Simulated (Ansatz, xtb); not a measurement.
Spectroscopic constants of AlHg, multiplicity 2 (lowest of 2S+1 = 2, 4 at CCSD(T)/def2-TZVPP on PBE0 minima; our sources give no spin for the ground state, which may be another). No spin–orbit coupling.

Seven points along R, fitted to fifth degree in 1/R; most abundant isotopes. Runs in def2 and cc sets follow the lowest solution found near the PBE0 minimum.

Programs: Ansatz (a quantum-chemistry and plane-wave program) with Gaussian orbitals; xtb for the GFN methods. Values without a source in brackets are computed. In def2 rows elements past Kr take small-core potentials, without spin–orbit coupling. The GFN methods have no spin term and hold the electronic entropy of 300 K.

```tsv
level	r_e (Å)	ω_e (cm⁻¹)	α_e (cm⁻¹)	ω_e x_e (cm⁻¹)	dipole (D)
GFN1-xTB	2.711	219	0.00059	0.23	-
PBE/def2-TZVPP	2.756	153	0.0011	1.8	0.36
r2SCAN/def2-TZVPP	2.717	158	0.0012	1.9	0.57
B97M-V/def2-TZVPP	2.813	137	0.0013	2.1	0.31
B3LYP/def2-TZVPP	2.863	116	0.0015	2.1	0.27
PBE0/def2-TZVPP	2.789	141	0.0012	1.9	0.59
CAM-B3LYP/def2-TZVPP	2.890	104	0.0017	2.2	0.41
wB97X-V/def2-TZVPP	2.917	101	0.0016	1.9	0.70
wB97M-V/def2-TZVPP	2.842	119	0.0015	1.9	0.30
B2PLYP/def2-TZVPP	2.838	117	0.0017	2.4	-
CCSD(T)/def2-TZVPP	2.872	104	0.0020	2.8	-
```

Correlated levels freeze the inner cores; with def2 sets outer-core shells near the valence are correlated too.
